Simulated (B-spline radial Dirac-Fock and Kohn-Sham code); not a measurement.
Se⁺: non-radiative channels of the L1 vacancy

System: selenium as Se⁺, [Ar] 3d10 4s2 4p3.

Model: independent-particle rates on relativistic LDA orbitals of the hole state (multipoles up to L = 3, Coulomb Auger matrix elements, transition energies from Dirac-Fock). Program: a B-spline atomic structure program. Kinetic energies are configuration averages from the vacuum level; the two-hole energies are estimated from single-hole states.

```
transition  kinetic energy (eV)  width (meV)  share (%)
   L1-L3M2                    –          691        8.5
   L1-L3M3                 9.84         1410       17.2
   L1-L2M5                    –          870       10.6
   L1-L2M4                    –          544        6.7
   L1-L3M4                119.5         1500       18.4
   L1-L3M5                121.3         2150       26.3
   L1-L2N1                    –         79.4        1.0
   L1-L2N3                    –         28.3        0.3
   L1-L3N1                178.1          136        1.7
   L1-L3N3                192.3         52.6        0.6
   L1-M1M1               1143.9         30.0        0.4
   L1-M1M2                    –         56.6        0.7
   L1-M1M3               1218.6          109        1.3
   L1-M1M4               1325.9         74.1        0.9
   L1-M1M5               1326.8          108        1.3
   L1-M4M5               1505.6          133        1.6
   L1-M5M5               1506.8         36.8        0.5
```

A dash stands for an energy that rests on an unreliable hole state.

Coster-Kronig rates are the weakest part of this model and often come out 1.5 to 2.5 times too large. Channels within a few eV of threshold rest on estimated energies and may be closed in reality. The listed channels hold 98 % of the non-radiative rate. Summed by principal shells, of 8.17 eV in all: LLM 87.6 %, LMM 7.6 %, LLN 4.2 %, LMN 0.6 %.

Values without a named source are computed, but for edge energies of neutral atoms, which are taken from tables.
